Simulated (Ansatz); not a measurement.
`[CH3][SnH]([CH3])[Cl]` + NH₃ → `[CH3][SnH]([CH3])[NH2]` + HCl at 500 K and 1 bar (ligand exchange at the Sn–Cl bond).

Calculated with Ansatz (gas phase, PBE0-D4/def2-TZVP geometries, no zero-point term in ΔE). CCSD(T)/CBS is the MP2 limit (def2-TZVPP, def2-QZVPP) plus CCSD(T) − MP2 in def2-TZVPP, frozen cores. This one scheme is used for every species. def2 core potentials past Kr. For Sn outer-core shells are correlated without core-valence functions, which leaves a few kJ/mol of doubt a bond. Each species was taken in one conformer, which may not be the lowest.

```
                 species  CCSD(T)/CBS energy (Eh)  H − E (kJ/mol)  S (J/(mol·K))
 `[CH3][SnH]([CH3])[Cl]`               -754.17727           260.5          445.2
                     NH₃                -56.50880           108.2          211.8
`[CH3][SnH]([CH3])[NH2]`               -350.26218           328.2          459.8
                     HCl               -460.38127            32.5          201.9
```

H − E and S are ideal-gas, rigid-rotor, harmonic terms from PBE0-D4/def2-TZVP, for one conformer and one mirror image of each species. 1 Eh = 2625.50 kJ/mol, R = 8.31446 J/(mol·K).

Question: By hand: ΔE, ΔH, ΔS and ΔG.

Answer: ΔE = (-350.26218) + (-460.38127) − (-754.17727) − (-56.50880) = 0.04262 Eh = 111.9 kJ/mol. Δ(H − E) = 328.2 + 32.5 − 260.5 − 108.2 = -8.0, so ΔH = 103.9 kJ/mol. ΔS = 459.8 + 201.9 − 445.2 − 211.8 = 4.7 J/(mol·K). ΔG = 103.9 − 500 × (4.7)/1000 = 101.6 kJ/mol.

Question: By hand: the equilibrium constant, and the temperature at which ΔG would vanish if ΔH and ΔS stayed fixed.

Answer: log₁₀ K = −ΔG/(RT ln 10) = -10.6. ΔG = 0 at ΔH/ΔS = 22106 K, far beyond where these terms or the molecules hold.

The number of gas molecules stays the same, so ΔS is small and ΔH decides. A doubt of 5 kJ/mol in ΔE shifts log₁₀ K by 0.5 here. Other conformers and mirror images would add mixing entropy, several J/(mol·K) or more a flexible species. These are equilibria of isolated gas molecules and say nothing of rates. Largest T1 diagnostic: 0.011 (customary marks: 0.02 for closed shells, 0.045 for open ones).
